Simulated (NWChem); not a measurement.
Species: SiH cation, singlet

```xyz
2

Si     0.0000     0.0000    -0.1017
H      0.0000     0.0000     1.4238
```
Atoms are numbered in this order, from 1.

Results from NWChem. Low-valent species are run as closed-shell singlets; no triplet was tried in these runs. All runs use the structure optimised with PBE0/def2-SVP. Level PBE/def2-TZVP: single points from the atomic guess with DIIS by default; each run changes one setting, and all converged runs end within 0.3 mHa of each other.

Question: Which setting needs the most SCF iterations, or fails (no DIIS, 40 % damping; DIIS on 20 Fock matrices; occupation smearing of 0.005 Ha; core-Hamiltonian guess; defaults; no level shifting)?

Answer: no DIIS, 40 % damping, with 15 against 6 for the defaults.
| setting | SCF iterations |
|---|---|
| defaults | 6 |
| core-Hamiltonian guess | 9 |
| no DIIS, 40 % damping | 15 |
| no level shifting | 6 |
| DIIS on 20 Fock matrices | 6 |
| occupation smearing of 0.005 Ha | 6 |
